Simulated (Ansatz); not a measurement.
```yaml
crystal:
  periodic: [false, false, false]
  atoms:
    - {symbol: C, position_ang: [-1.240917, -0.710627, 0.023518]}
    - {symbol: C, position_ang: [-0.181091, 0.182546, 0.506488]}
    - {symbol: N, position_ang: [1.153665, -0.048375, 0.169528]}
    - {symbol: C, position_ang: [1.863296, 0.704476, -0.496324]}
    - {symbol: Zn, position_ang: [0.275169, 2.038589, -0.518590]}
    - {symbol: H, position_ang: [-2.189498, -0.296560, 0.273762]}
    - {symbol: H, position_ang: [-1.154956, -0.845303, -1.077482]}
    - {symbol: H, position_ang: [-1.107812, -1.771742, 0.405465]}
    - {symbol: H, position_ang: [-0.248846, 0.299144, 1.585783]}
    - {symbol: H, position_ang: [2.844722, 0.363700, -0.765465]}
basis:
  gaussian: {orbitals: aug-cc-pVDZ}
magnetization: {spin_polarized: true, initial_magnetization: 3}
hamiltonian: {xc: {name: B97}}
output: {forces: true}
```

```sh
$ ansatz run in.yaml --threads 4 --pin off --events-out ev --progress --plain --max-ram 10444MiB
```

Shortened log:

```
Error: a molecule whose nuclei and cores have a total charge of 60 cannot have a net charge of 0 together with 3 unpaired electrons
```

Problem. Something in this input is off. What?

Solution. The number of unpaired electrons doesn't fit the electron count. The program refused the input.
